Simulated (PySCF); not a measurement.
Species: C7H8.
SMILES: `c1cccc(c1)C`

Linear response at wB97X-D/def2-SVPD (PySCF, frozen core in the response, non-relativistic). Geometry: PBE0-D3(BJ)/def2-SVP; no solvent, vibrations or thermal averaging.

Static isotropic polarisability: 80.61 au (11.94 Å³), principal values 52.2, 88.2, 101.4 au.

Task: What is the polarisability at 1064 nm and at the sodium D line?

Result: 81.52 au at 1064 nm (+1.1 %), 83.73 au at 589.3 nm (+3.9 %). The rise at 589.3 nm is 3.42 times that at 1064 nm; a pure ω² law gives 3.26. The lowest singlet lies at 229 nm, shorter than both wavelengths.

Task: What is the isotropic C6 coefficient between two such molecules, C6 = (3/π)∫α(iω)² dω?

Result: 2468 au (Eh·bohr⁶) by a ten-point quadrature over imaginary frequencies, which is 1470 eV·Å⁶ or 142 J·nm⁶/mol.

Task: Which effective excitation energy ω̄ makes London's formula C6 = (3/4)α²ω̄ exact here?

Result: ω̄ = 4·C6/(3α²) = 0.506 Eh = 13.8 eV. A one-pole form α(ω) = α/(1 − ω²/ω̄²) fitted to the 1064 nm value gives 11.0 eV. London's choice of the ionisation energy (8.85 eV, ΔSCF at the same level) gives C6 = 1590 au, 36 % too low.

Task: What three-body coefficient follows from the one-pole estimate C9 = (3/4)·α·C6?

Result: 149000 au. This is an estimate from the two numbers above, not a computed integral.

Task: How many electrons N does the Slater–Kirkwood formula C6 = (3/4)·√N·α^(3/2) need to give this C6?

Result: N = (4·C6/3)²/α³ = 20.7; the species has 50 electrons in all.

Task: What n − 1 at the D line would an ideal gas of it have at 273.15 K and 1 atm (2.6868 × 10¹⁹ cm⁻³), by n − 1 = 2π·N·α′?

Result: 20.95 × 10⁻⁴, a formal value whether or not that pressure can be reached.

Task: What does −C6/R⁶ come to at R = 12 Å between centres?

Result: -48 J/mol. This is the leading, orientation-averaged term; C8 and higher terms are left out.

Task: How anisotropic is the static polarisability, by Δα² = ½[(α1 − α2)² + (α2 − α3)² + (α3 − α1)²]?

Result: Δα = 44.1 au, or 0.55 of the isotropic value.

wB97X-D is run here without its empirical dispersion term; that term would change no orbital, density or response property at a fixed geometry.
